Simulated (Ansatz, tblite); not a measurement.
Forces on the cluster AgSe2 at its B3LYP-D4/def2-TZVP geometry. Total charge 0; doublet.

In the def2 sets Ag takes a core potential; there is no spin–orbit coupling. The xTB rows come from tblite. The structure comes from a short search, and lower isomers may exist.

GFN1-xTB (tblite), largest force 0.58 eV/Å:

```xyz
3
positions Å, forces eV/Å
Ag    0.909   -1.751   -0.349   -0.084    0.521    0.080
Se   -1.558    1.048    0.341    0.487   -0.108   -0.078
Se    0.649    0.703    0.008   -0.403   -0.413   -0.002
```

GFN2-xTB (tblite), largest force 0.34 eV/Å:

```
Ag -0.062 0.327 0.051
Se 0.225 -0.065 -0.038
Se -0.163 -0.262 -0.013
```

PBE0-D4/def2-TZVP (Ansatz), largest force 0.37 eV/Å:

```
Ag -0.063 0.234 0.039
Se 0.347 -0.097 -0.058
Se -0.285 -0.137 0.019
```
